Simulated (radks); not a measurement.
Results of a calculation; reference values are marked as such.
Species: Ce54+. Configuration: [He] 2s2 (the NIST ground configuration).

Level of theory: scalar-relativistic Kohn-Sham, r2SCAN, spin-polarised, spherical densities, finite nucleus; meta-GGA in the generalised Kohn-Sham scheme; Fermi nuclear charge, rms radius 4.8771 fm (a radial shooting solver on a logarithmic mesh with Libxc functionals).

Energy parts (Ry):
| part | energy |
|---|---|
| total | -8650.4926 |
| kinetic | 9492.8455 |
| electron-nucleus | -18335.2426 |
| Hartree | 292.7194 |
| exchange-correlation | -100.8149 |

Orbitals (lengths in bohr, moments of r in powers of bohr):
orbital  occ.  eigenvalue (Ry)      <r>
1s          2        -3377.199  0.02445
2s          2        -819.1623  0.09979
2p          0        -780.0802  0.08647
3s          0        -347.4616   0.2292

The highest occupied level is 2s at -11145.3 eV. The density falls to 0.001 e/bohr^3 at r = 0.36 bohr. The electron density at the nucleus is 3.938e+05 e/bohr^3 (large components only).
